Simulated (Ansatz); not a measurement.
Gas-phase electronic energies from Ansatz, PBE0-D4/def2-TZVP geometries. CBS: MP2 limit from def2 TZ/QZ plus the TZ coupled-cluster correction, frozen cores. This one scheme is used for every species. DFT in def2-TZVPP. def2 core potentials past Kr. For Sn outer-core shells are correlated without core-valence functions, which leaves a few kJ/mol of doubt a bond. One conformer a species, not always the lowest.

Reaction (ligand exchange at the Sn–C bond): `C=[C](F)[SnH2][CH3]` + HCl → `[CH3][SnH2][Cl]` + `C=CF`

Is it downhill or uphill in electronic energy at CCSD(T)/CBS, and by how much? (An estimate is asked.)

The calculation gave: Downhill: ΔE = -117.4 kJ/mol.

What do these levels give: B2PLYP, PBE0, HF/def2-TZVPP, MP2/def2-TZVPP, SCS-MP2/def2-TZVPP, CCSD/CBS(def2)? (Best estimate.)

Computed: B2PLYP -123.5, PBE0 -124.8, HF/def2-TZVPP -146.4, MP2/def2-TZVPP -113.6, SCS-MP2/def2-TZVPP -116.7, CCSD/CBS(def2) -121.6 kJ/mol.

Largest T1 diagnostic among the species: 0.013.

The D4 term adds +5.8 kJ/mol with B3LYP and +3.3 kJ/mol with PBE0; it sums over pairs of atoms, weighted by their polarisabilities, and B3LYP, whose exchange is more repulsive, gets the larger term. In def2-TZVPP, CCSD(T) changes the Hartree–Fock value by +35.1 kJ/mol (the triples alone add +4.2 kJ/mol) and MP2 by +32.8 kJ/mol. From PBE to PBE0 (25 % exact exchange), in def2-TZVPP and without D4, ΔE moves by −5.3 kJ/mol.

B3LYP here is the variant with VWN-RPA as its local correlation; programs differ in this.
